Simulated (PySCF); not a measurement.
Isomers of C5H11NSi, one GFN2-xTB conformer each. Single-point energies are computed at PBE0/pcSseg-1 (PySCF, gas phase, no added dispersion term), electronic only.

```tsv
SMILES	GFN2-xTB relative energy (kcal/mol)
CC1(C)C=C[SiH2]N1	3.2
C=C/C(C)=N\C[SiH3]	36.9
C1C[C@@H](N2CC2)[SiH2]1	38.5
C/N=C\[C@H]1CC[SiH2]1	34.2
C=CN1CCC[SiH2]1	0.0
C=N[SiH2]CC(=C)C	32.7
CC#C[SiH2]N(C)C	31.4
```

Conformers: `[CH2:1]=[CH:2]/[C:3]([CH3:4])=[N:5]\[CH2:6][SiH3:7]` with C1–C2–C3–C4 7°, C3–N5–C6–Si7 88°; `[CH2:1]1[CH2:2][C@@H:3]([N:4]2[CH2:5][CH2:6]2)[SiH2:7]1` with C2–C3–N4–C5 148°, Si7–C1–C2–C3 14°, C1–C2–C3–N4 -144°, C3–N4–C5–C6 -110°, C2–C3–Si7–C1 11°; `[CH3:1]/[N:2]=[CH:3]\[C@H:4]1[CH2:5][CH2:6][SiH2:7]1` with N2–C3–C4–C5 176°; `[CH2:1]=[CH:2][N:3]1[CH2:4][CH2:5][CH2:6][SiH2:7]1` with C1–C2–N3–C4 -3°, C2–N3–C4–C5 -164°, N3–C4–C5–C6 -40°, C4–C5–C6–Si7 37°, C5–C6–Si7–N3 -21°; `[CH2:1]=[N:2][SiH2:3][CH2:4][C:5](=[CH2:6])[CH3:7]` with C1–N2–Si3–C4 119°, N2–Si3–C4–C5 172°, Si3–C4–C5–C6 102°; `[CH3:1][C:2]#[C:3][SiH2:4][N:5]([CH3:6])[CH3:7]` with C3–Si4–N5–C6 43°.

Problem. What does PBE0/pcSseg-1 give for the same structures?

Solution. 
| SMILES | PBE0/pcSseg-1 E (Eh) | PBE0/pcSseg-1 (kcal/mol) | GFN2-xTB (kcal/mol) | point group |
| --- | --- | --- | --- | --- |
| CC1(C)C=C[SiH2]N1 | -540.93231 | 0.0 | 3.2 | Cs |
| C=CN1CCC[SiH2]1 | -540.92676 | 3.5 | 0.0 | C1 |
| C=N[SiH2]CC(=C)C | -540.89241 | 25.0 | 32.7 | C1 |
| CC#C[SiH2]N(C)C | -540.87958 | 33.1 | 31.4 | C1 |
| C/N=C\[C@H]1CC[SiH2]1 | -540.87606 | 35.3 | 34.2 | C1 |
| C=C/C(C)=N\C[SiH3] | -540.87374 | 36.8 | 36.9 | C1 |
| C1C[C@@H](N2CC2)[SiH2]1 | -540.85112 | 50.9 | 38.5 | C1 |

GFN2-xTB puts C=CN1CCC[SiH2]1 lowest instead; measured from each level's own lowest isomer, the values differ by up to 12.4 kcal/mol (C1C[C@@H](N2CC2)[SiH2]1: 38.5 against 50.9). As drawn, the lowest has an N–H bond and a C=C bond outside aromatic rings, which the highest lacks; the highest has a three-membered ring and a four-membered ring, which the lowest lacks. Neighbours under 2.5 kcal/mol apart (CC#C[SiH2]N(C)C and C/N=C\[C@H]1CC[SiH2]1; C/N=C\[C@H]1CC[SiH2]1 and C=C/C(C)=N\C[SiH3]) can change places with a better method, another conformer or zero-point energy.

Problem. Which frontier levels, dipoles and rotational constants go with these structures?

Solution. 
```
                 SMILES  HOMO (eV, PBE0/pcSseg-1)  LUMO (eV)  dipole (D)       A, B, C (MHz)
      CC1(C)C=C[SiH2]N1                     -6.49       0.10        1.04    3684, 1763, 1628
        C=CN1CCC[SiH2]1                     -5.81       0.55        1.58    3995, 1709, 1259
       C=N[SiH2]CC(=C)C                     -6.82      -0.79        1.17  5539, 967.2, 912.3
        CC#C[SiH2]N(C)C                     -6.20       0.23        1.25  4792, 978.0, 853.9
  C/N=C\[C@H]1CC[SiH2]1                     -6.61      -0.16        2.60    4192, 1428, 1181
     C=C/C(C)=N\C[SiH3]                     -6.84      -1.26        1.65    3558, 1198, 1027
C1C[C@@H](N2CC2)[SiH2]1                     -6.16       0.28        0.83    4087, 1646, 1390
```
